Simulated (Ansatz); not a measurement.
Reactions of CH4SSn (`[CH3][Sn][SH]`).

Computed with Ansatz on PBE0-D4/def2-TZVP structures; ΔE is electronic, products minus reactants. CCSD(T)/CBS adds triple-zeta CCSD(T) − MP2 to the extrapolated MP2 energy (def2 sets, frozen cores). This one scheme is used for every species. DFT in def2-TZVPP. Elements past krypton have def2 core potentials. For Br, Sn outer-core shells are correlated without core-valence functions, which leaves a few kJ/mol of doubt a bond. Scalar relativity is left out up to krypton. Each species was taken in one conformer, which may not be the lowest.

```tsv
reaction	CCSD(T)/CBS(def2) (kcal/mol)
`[CH3][Sn][SH]` + NH₃ → `[NH2][Sn][SH]` + CH₄	?
`[CH3][Sn][SH]` + HCl → `[CH3][Sn][Cl]` + H₂S	-7.2
`[CH3][Sn][SH]` + HCl → `[SH][Sn][Cl]` + CH₄	-39.4
`[CH3][Sn][SH]` + HBr → `[CH3][Sn][Br]` + H₂S	-11.2
```

(1) Fill in the missing values. (Estimate.)

Largest T1 diagnostic: 0.016, for `[NH2][Sn][SH]`.

Answers

(1) Computed: `[CH3][Sn][SH]` + NH₃ → `[NH2][Sn][SH]` + CH₄: -17.3 kcal/mol.
